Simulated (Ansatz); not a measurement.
A nudged elastic band was laid between two geometries of CH₆GeS (9 atoms, charge 0, multiplicity 1).

All numbers below come from Ansatz, RKS B3LYP/def2-SVP.

```
movable images  : 8
climbing image  : no
spring          : 5.0 eV/Å²
optimiser       : quadratic models (default)
start path      : through a guess of the saddle point
force threshold : 0.05 eV/Å
iteration limit : 60
end points      : relaxed
```

Image 0:

```xyz
9
Properties=species:S:1:pos:R:3
C -0.759 0.837 -0.824
Ge 0.278 -0.603 0.010
S 0.920 0.170 2.033
H -1.107 0.516 -1.818
H -0.137 1.736 -0.941
H -1.634 1.085 -0.206
H 1.524 -0.954 -0.835
H -0.581 -1.877 0.186
H 1.587 -0.955 2.378
```

Image 9:

```xyz
9
Properties=species:S:1:pos:R:3
C -0.767 0.847 -1.053
Ge 0.140 -0.954 -0.801
S 0.603 -0.463 1.845
H -0.742 1.045 -2.141
H -0.270 1.693 -0.554
H -1.827 0.814 -0.753
H 1.633 -0.364 -0.933
H -0.295 -1.308 2.407
H 1.612 -1.357 1.967
```

Problem. Which bonds break or form, and what moves?

Solution. Bonds broken: Ge2–H8. Bonds formed: S3–H8.

Problem. What energy profile does the band end with?

Solution. The run converged. The highest image is number 4 of 0 to 9, 197.2 kJ/mol above the first end and 51.6 kJ/mol above the last; the last end lies 145.6 kJ/mol above the first. No image climbed, so the highest image needn't sit at the top of the path. The orbitals stay closed-shell, which can raise the energy where a bond breaks towards radicals; this wasn't checked here.

```json
{"image": "0", "path coordinate (Å)": "0.00", "energy (kJ/mol)": "0.0", "Ge2–H8 (Å)": "1.55", "S3–H8 (Å)": "3.14"}
{"image": "1", "path coordinate (Å)": "0.42", "energy (kJ/mol)": "18.5", "Ge2–H8 (Å)": "1.53", "S3–H8 (Å)": "2.82"}
{"image": "2", "path coordinate (Å)": "0.84", "energy (kJ/mol)": "92.2", "Ge2–H8 (Å)": "1.52", "S3–H8 (Å)": "2.39"}
{"image": "3", "path coordinate (Å)": "1.26", "energy (kJ/mol)": "188.0", "Ge2–H8 (Å)": "1.57", "S3–H8 (Å)": "1.97"}
{"image": "4", "path coordinate (Å)": "1.68", "energy (kJ/mol)": "197.2", "Ge2–H8 (Å)": "1.79", "S3–H8 (Å)": "1.54"}
{"image": "5", "path coordinate (Å)": "2.10", "energy (kJ/mol)": "173.1", "Ge2–H8 (Å)": "2.26", "S3–H8 (Å)": "1.38"}
{"image": "6", "path coordinate (Å)": "2.52", "energy (kJ/mol)": "159.5", "Ge2–H8 (Å)": "2.70", "S3–H8 (Å)": "1.35"}
{"image": "7", "path coordinate (Å)": "2.95", "energy (kJ/mol)": "148.5", "Ge2–H8 (Å)": "3.11", "S3–H8 (Å)": "1.35"}
{"image": "8", "path coordinate (Å)": "3.37", "energy (kJ/mol)": "146.2", "Ge2–H8 (Å)": "3.23", "S3–H8 (Å)": "1.35"}
{"image": "9", "path coordinate (Å)": "3.80", "energy (kJ/mol)": "145.6", "Ge2–H8 (Å)": "3.26", "S3–H8 (Å)": "1.35"}
```

Problem. What is the geometry of the highest image?

Solution. 
```xyz
9
Properties=species:S:1:pos:R:3
C -0.748 0.807 -0.978
Ge 0.112 -0.928 -0.495
S 0.465 -0.230 2.098
H -1.149 0.682 -1.998
H -0.066 1.668 -0.958
H -1.604 1.001 -0.310
H 1.644 -0.749 -0.832
H -0.160 -1.336 1.225
H 1.594 -0.962 2.232
```

Run time: 3.2 min on 2 threads of AMD EPYC 9R14 (Zen 4) (shared host), peak memory 0.22 GiB.
